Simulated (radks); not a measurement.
Question: These are the eigenvalues of the occupied orbitals of an atom or ion with whole-number occupations (eV). Method: Dirac Kohn-Sham, BLYP, spin-unpolarised, spherical densities, finite nucleus; Fermi nuclear charge, rms radius of each element as measured or else 0.836 A^(1/3) + 0.57 fm; computed with a radial shooting solver on a logarithmic mesh with Libxc functionals.

orbital  eigenvalue
1s1/2     -26659.81
2s1/2     -4083.619
2p1/2     -3812.337
2p3/2     -3619.786
3s1/2     -878.7061
3p1/2     -770.0751
3p3/2     -735.5579
3d3/2     -543.4931
3d5/2     -536.4577
4s1/2     -241.9575
4p1/2     -205.5064
4p3/2     -198.8129
4d3/2     -139.9331

Which element is it, and in what charge state? The configuration may be excited. Open shells, if any, fill j = l - 1/2 first.

Answer: Z = 48, cadmium, charge +8: Cd8+ in [Kr] 4d4. The list shows which subshells hold electrons but not how many an open one holds; the 1s level, -979.73 hartree, gives Z - s = 44.3 by -(Z - s)^2/2, which with screening and relativity narrows Z to a few neighbours, and the depths of the outer levels then fix element, charge and occupations together.
